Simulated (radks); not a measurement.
Results of a calculation; reference values are marked as such.
Isoelectronic series with 5 electrons, each ion in its NIST ground configuration. Level of theory: scalar-relativistic Kohn-Sham, PBEsol, spin-unpolarised, spherical densities, finite nucleus; Fermi nuclear charge, rms radius of each element as measured or else 0.836 A^(1/3) + 0.57 fm (a radial shooting solver on a logarithmic mesh with Libxc functionals). Total energies (hartree) and mean radii <r> (bohr):

ion    configuration  E (hartree)      2p      2s       1s
B       [He] 2s2 2p1    -24.46973   2.302   1.959   0.3303
C+      [He] 2s2 2p1    -37.19688   1.506   1.466   0.2712
N2+     [He] 2s2 2p1    -52.68875   1.139   1.173   0.2299
O3+     [He] 2s2 2p1    -70.94366  0.9203  0.9785   0.1994
F4+     [He] 2s2 2p1    -91.96297  0.7735  0.8396   0.1761
Ne5+    [He] 2s2 2p1   -115.74936  0.6678  0.7355   0.1576
Mg7+    [He] 2s2 2p1   -171.63809  0.5251  0.5894   0.1301
Al8+    [He] 2s2 2p1   -203.74931  0.4745  0.5361   0.1197
Si9+    [He] 2s2 2p1   -238.64527  0.4329  0.4917   0.1108
P10+    [He] 2s2 2p1   -276.33171  0.3980  0.4540   0.1031
S11+    [He] 2s2 2p1   -316.81488  0.3683  0.4217  0.09641
Cl12+   [He] 2s2 2p1   -360.10153  0.3428  0.3936  0.09052
Ar13+   [He] 2s2 2p1   -406.19890  0.3205  0.3690  0.08530
K14+    [He] 2s2 2p1   -455.11475  0.3010  0.3472  0.08063
Ca15+   [He] 2s2 2p1   -506.85730  0.2837  0.3279  0.07645
Sc16+   [He] 2s2 2p1   -561.43528  0.2682  0.3106  0.07267
Ti17+   [He] 2s2 2p1   -618.85798  0.2544  0.2949  0.06923
V18+    [He] 2s2 2p1   -679.13522  0.2419  0.2808  0.06610
